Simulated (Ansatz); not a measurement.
`[SiH3]OC[SiH2]Cl` → `C[SiH](Cl)[SiH2]O`  (isomerisation)

Calculated with Ansatz (gas phase, PBE0-D4/def2-TZVP geometries, no zero-point term in ΔE). CCSD(T)/CBS adds triple-zeta CCSD(T) − MP2 to the extrapolated MP2 energy (def2 sets, frozen cores). DFT in def2-TZVPP. B3LYP here is the variant with VWN-RPA as its local correlation; programs differ in this. Each species was taken in one conformer, which may not be the lowest.

```csv
level,ΔE (kJ/mol),difference from CCSD(T)/CBS
PBE-D4,-120.1,-11.5
PBE0-D4,-118.2,-9.6
B3LYP-D4,-104.1,4.5
ωB97X-V,-103.2,5.4
ωB97M-V,-103.3,5.3
B2PLYP,-101.3,7.3
r2SCAN,-114.2,-5.6
PBE0,-115.9,-7.3
MP2/def2-TZVPP,-106.4,2.2
SCS-MP2/def2-TZVPP,-97.0,11.6
CCSD/def2-TZVPP,-101.0,7.6
CCSD(T)/def2-TZVPP,-103.3,5.3
HF/def2-QZVPP,-82.0,26.6
SCS-MP2/def2-QZVPP,-99.9,8.7
MP2/CBS(def2),-111.7,-3.1
CCSD/CBS(def2),-106.3,2.3
CCSD(T)/CBS,-108.6,0
```

Largest T1 diagnostic among the species: 0.011.

The D4 term adds −4.1 kJ/mol with B3LYP and −2.3 kJ/mol with PBE0; it sums over pairs of atoms, weighted by their polarisabilities, and B3LYP, whose exchange is more repulsive, gets the larger term. In def2-TZVPP, CCSD(T) changes the Hartree–Fock value by −20.3 kJ/mol (the triples alone add −2.4 kJ/mol) and MP2 by −23.3 kJ/mol.
